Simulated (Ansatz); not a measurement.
CH2AlFOSeSi (`O=[C]1[AlH][Se][SiH]1F`), relaxed with RKS PBE0-D4/def2-TZVP in Ansatz from a PBE-D4/def2-SVP geometry. The force threshold is 0.005 eV/Å; the program also tests the step.

The species carries charge 0 and has multiplicity 1.

Start:

```xyz
8

O    -1.545    0.909    1.488
C    -0.675    0.366    0.845
Al    0.955   -0.865    1.226
Se    1.451   -0.952   -1.074
Si   -0.397    0.416   -1.132
F    -0.033    1.922   -1.680
H     1.727   -1.692    2.362
H    -1.483   -0.104   -2.035
```

| step | energy (eV) | largest force (eV/Å) | largest move (Å) |
| --- | --- | --- | --- |
| 1 | -85643.2201 | 1.202 | 0.000 |
| 2 | -85643.2728 | 0.739 | 0.043 |
| 3 | -85643.2849 | 0.187 | 0.032 |
| 4 | -85643.2860 | 0.072 | 0.014 |
| 5 | -85643.2865 | 0.025 | 0.005 |
| 6 (rejected) | -85643.2865 | 0.077 | 0.016 |
| 7 | -85643.2866 | 0.015 | 0.008 |
| 8 | -85643.2867 | 0.024 | 0.010 |
| 9 | -85643.2869 | 0.010 | 0.026 |
| 10 | -85643.2869 | 0.021 | 0.012 |
| 11 | -85643.2869 | 0.012 | 0.006 |
| 12 | -85643.2870 | 0.004 | 0.002 |

End:

```xyz
8

O    -1.551    0.852    1.461
C    -0.671    0.345    0.825
Al    0.951   -0.856    1.199
Se    1.392   -0.993   -1.086
Si   -0.391    0.413   -1.123
F     0.013    1.880   -1.611
H     1.735   -1.595    2.358
H    -1.478   -0.047   -2.023
```

Hardware: 4 threads of an Arm Neoverse V1 on a shared host. Wall time 80 s, peak host memory 0.78 GiB.
